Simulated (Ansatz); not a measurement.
One change: `[BH2][GeH2][Br]` becomes `[F][GeH2][Br]`.

Ansatz, PBE0-D4/def2-TZVP geometries, multiplicity 1. 

Scalar relativity is left out up to krypton.

```json
{"property": "LUMO energy (PBE/def2-TZVPP) / eV", "`[BH2][GeH2][Br]`": "-3.85"}
{"property": "HOMO–LUMO gap (PBE/def2-TZVPP) / eV", "`[BH2][GeH2][Br]`": "2.80"}
{"property": "size of the dipole moment (ωB97M-V/def2-TZVPP) / D", "`[BH2][GeH2][Br]`": "2.44"}
{"property": "HOMO–LUMO gap (PBE0/def2-TZVPP) / eV", "`[BH2][GeH2][Br]`": "5.04"}
{"property": "HOMO energy (ωB97M-V/def2-TZVPP) / eV", "`[BH2][GeH2][Br]`": "-10.04"}
{"property": "zero-point energy (PBE0-D4/def2-TZVP) / kJ/mol", "`[BH2][GeH2][Br]`": "95.2"}
```

(1) Give the same properties after the change, and the shifts. (Best estimate.)

Results:

(1) The calculation gave: 
```tsv
property	`[F][GeH2][Br]`	shift
LUMO energy (PBE/def2-TZVPP) / eV	-1.61	2.24
HOMO–LUMO gap (PBE/def2-TZVPP) / eV	5.75	2.95
size of the dipole moment (ωB97M-V/def2-TZVPP) / D	2.18	-0.26
HOMO–LUMO gap (PBE0/def2-TZVPP) / eV	8.00	2.96
HOMO energy (ωB97M-V/def2-TZVPP) / eV	-10.88	-0.84
zero-point energy (PBE0-D4/def2-TZVP) / kJ/mol	50.4	-44.8
```

With PBE0 the HOMO falls by 0.79 eV and the LUMO rises by 2.17 eV, so the gap widens by about 2.96 eV. PBE moves the HOMO by -0.71 eV and ωB97M-V by -0.84 eV. The zero-point energy changes by -44.8 kJ/mol with -6 modes. Dipoles are sizes alone; their direction can turn.

Spin–orbit coupling is left out; it splits and shifts lone-pair levels of the heavy atoms by tenths of an eV.
